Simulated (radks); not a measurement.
The numbers below are computed, except where a source is named.
Spherical jellium clusters: N electrons in a uniform positive sphere of charge N and radius rs N^(1/3), rs = 2.83 bohr. Level of theory: non-relativistic Kohn-Sham, LDA (Slater exchange, Perdew-Wang correlation), spin-polarised, spherical densities (a radial shooting solver with Libxc functionals). Levels are named by radial order and angular momentum (1s, 1p, 1d, 2s, ...), and open shells are averaged over m.

N = 18, configuration 1s2 1p6 1d10. This is the lowest configuration that the search found. Occupied and some empty levels:

level,occupation,eigenvalue (eV),<r> (bohr)
1s,2,-7.7333,4.404
1p,6,-5.9246,5.518
1d,10,-3.8844,6.370
2s,0,-3.4553,5.748
1f,0,-1.6970,7.293
2p,0,-1.3311,7.896

Energy (eV): total -27.1038, kinetic 57.011, external -1387.3, Hartree 676.50, exchange-correlation -86.560, background 713.24. Static polarisability (adiabatic kernel): 616.2 bohr^3, against R^3 = 408.0 for a classical metal sphere.
